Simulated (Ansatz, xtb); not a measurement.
**Relative energy of two isomers of C4H7FOS**

We compare X, `CS/C(F)=C(\C)O`, a singlet, with Y, `CS[C@@H](F)C(C)=O`, a singlet. Both are isolated molecules in the gas phase, relaxed with r2SCAN-D4/def2-SVP, each in the lowest conformer that the search found.

Problem. Estimate E(Y) − E(X) at the level CCSD(T)/def2-SVP + ΔMP2/def2-TZVPP.

Solution. Calculated at CCSD(T)/def2-SVP + ΔMP2/def2-TZVPP: E(Y) − E(X) = −6.9 kcal/mol, so structure Y lies lower.

The same difference at several levels:

```tsv
level	geometry	E(Y) − E(X) (kcal/mol)	departure from the last row (kcal/mol)	job, with rough time for the two
r2SCAN-D4/def2-SVP	r2SCAN-D4/def2-SVP	−6.6	+0.3	optimisation, 3.5 min
HF/def2-SVP	r2SCAN-D4/def2-SVP	−11.4	−4.5	part of the CCSD(T) run
MP2/def2-SVP	r2SCAN-D4/def2-SVP	−9.3	−2.4	part of the CCSD(T) run
CCSD(T)/def2-SVP	r2SCAN-D4/def2-SVP	−9.6	−2.7	single point
CCSD(T)/def2-SVP + ΔMP2/def2-TZVPP	r2SCAN-D4/def2-SVP	−6.9		single point, 3.4 min
```

As drawn, Y has 1 C–C, 1 C=O, 1 C–H in place of 1 C=C, 1 C–O, 1 O–H.

The levels shown agree on the order. The largest departure from CCSD(T)/def2-SVP + ΔMP2/def2-TZVPP is that of HF/def2-SVP, 4.5 kcal/mol. Levels run at GFN2-xTB geometries aren't shown. The last row adds to CCSD(T) the change of the MP2 difference between the two basis sets, here +2.7 kcal/mol.

With thermal terms from frequencies at re-optimised GFN2-xTB minima (ideal gas, soft modes damped towards free rotors, one conformer each, 298.15 K, 1 atm): the zero-point term adds +0.1 kcal/mol; ΔH is −7.1 and ΔG −6.7 kcal/mol.

The correlated steps freeze 11 core orbitals. Mirror images aren't counted in ΔG. Codes used: Ansatz 0.2.0, xtb 6.7.1; the last row on 2 threads of Intel(R) Xeon(R) Processor @ 2.50GHz (Skylake/Cascade Lake) on a shared host.
